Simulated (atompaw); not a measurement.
## u(r) = r·R(r): atom against pseudo-atom (Cu)

Columns: radius, all-electron u(r) and pseudo u(r) of the 4s shell (level -5.42 eV) of copper in the configuration [Ar] 3d10 4s0.5 4p0.5; PBE, scalar-relativistic, PAW (atompaw) scheme, atompaw 4.2.0.5.

```
r (bohr)  all-electron  pseudo
   0.115        0.1209  0.0655
   0.231        0.0886  0.1307
   0.346       -0.1152  0.1939
   0.462       -0.2415  0.2553
   0.577       -0.2533  0.3133
   0.692       -0.1871  0.3677
   0.808       -0.0809  0.4186
   0.923        0.0366  0.4645
   1.038        0.1512  0.5055
   1.154        0.2560  0.5419
   1.269        0.3460  0.5728
   1.385        0.4222  0.5987
   1.500        0.4836  0.6192
   1.615        0.5323  0.6348
   1.731        0.5697  0.6458
   1.846        0.5968  0.6523
   1.962        0.6154  0.6548
   2.077        0.6264  0.6536
   2.192        0.6310  0.6491
   2.308        0.6304  0.6418
   2.423        0.6254  0.6320
   2.538        0.6168  0.6202
   2.654        0.6050  0.6066
   2.769        0.5911  0.5916
   2.885        0.5751  0.5752
   3.000        0.5578  0.5578
```

How many radial nodes do the two functions have?

The all-electron 4s function has n − l − 1 = 3 (the table is too coarse to show those close to the nucleus); the pseudo-wave has 0, since the states of the same l below it are removed with the core.

Is the pseudo-wave norm-conserving?

No, it belongs to a PAW set: the norm inside the radius is not constrained, and the difference is carried by the augmentation charge.
